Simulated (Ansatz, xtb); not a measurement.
**ClH2OSn+: where a starting geometry ends**

The starting geometry of this gas-phase singlet has its atoms placed at random.

```xyz
5

Cl   -0.7629    0.0597    0.6054
O     1.3017    0.3329    0.7486
Sn   -0.0782    0.1147   -1.3325
H     0.2002   -1.2261    0.8447
H    -1.1314   -1.3389   -0.0886
```

Question: Guess where an optimisation with r2SCAN-D4/def2-SVP ends from this start.

Answer: It ends as a structure with Cl1 bridging Sn3 and H5, given below by its coordinates. Distances that change by over a tenth: Cl1–Sn3 (2.06 → 2.89 Å), Cl1–H5 (1.60 → 1.30 Å), Sn3–H5 (2.18 → 3.48 Å). Contacts that open: Cl1–H4 (1.62 → 3.68 Å). Contacts that close: O2–Sn3 (2.51 → 1.92 Å), O2–H4 (1.91 → 0.97 Å).

The energy falls by 12.48 eV over 21 steps:

| step | E − E(last) (eV) |
| --- | --- |
| 1 | 12.481 |
| 3 | 7.476 |
| 5 | 2.763 |
| 8 | 0.490 |
| 10 | 0.118 |
| 12 | 0.059 |
| 14 | 0.027 |
| 17 | 0.001 |
| 19 | 0.000 |
| 21 | 0.000 |

Final geometry (Å):

```json
{"atom": "Cl", "x (Å)": "-1.6544", "y (Å)": "-1.0013", "z (Å)": "0.5888"}
{"atom": "O", "x (Å)": "1.6503", "y (Å)": "0.1141", "z (Å)": "0.2852"}
{"atom": "Sn", "x (Å)": "0.3987", "y (Å)": "0.0330", "z (Å)": "-1.1625"}
{"atom": "H", "x (Å)": "1.8381", "y (Å)": "-0.0314", "z (Å)": "1.2237"}
{"atom": "H", "x (Å)": "-2.7031", "y (Å)": "-1.1722", "z (Å)": "-0.1577"}
```

From the same start GFN2-xTB reaches the same bonding as this run.

From so rough a start the end depends on the optimiser's path, so another program may land elsewhere. The end wasn't checked by frequencies. Atoms past krypton carry core potentials, without spin–orbit terms. Run with Ansatz 0.2.0, 48 s on 1 thread of Intel(R) Xeon(R) Platinum 8259CL CPU @ 2.50GHz (Skylake/Cascade Lake) (shared host).
